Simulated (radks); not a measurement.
Q: Coherent X-ray form factor from a spherical all-electron density. Calculated with a radial shooting solver on a logarithmic mesh with Libxc functionals: scalar-relativistic Kohn-Sham, LDA (Slater exchange, Perdew-Wang correlation), spin-unpolarised, spherical densities, finite nucleus; Fermi nuclear charge, rms radius of each element as measured or else 0.836 A^(1/3) + 0.57 fm.

| sin(theta)/lambda (1/angstrom) | f0 (electrons) |
|---|---|
| 0.05 | 22.591 |
| 0.1 | 21.489 |
| 0.15 | 19.967 |
| 0.2 | 18.275 |
| 0.25 | 16.582 |
| 0.3 | 14.983 |
| 0.4 | 12.247 |
| 0.5 | 10.206 |
| 0.6 | 8.781 |
| 0.8 | 7.123 |
| 1 | 6.159 |
| 1.25 | 5.155 |
| 1.5 | 4.209 |
| 2 | 2.722 |

The species is in the configuration that NIST lists as its ground one. Which atom or ion scatters so?

A: The chromium ion Cr+, [Ar] 3d5. Extrapolating in s^2 from the first two rows gives f0(0) = 23.0, near the electron count 23; among species with that count, the fall with angle is slower the higher Z, and the table is that of Z = 24; from so few rows the species is fixed only to a neighbour or two.
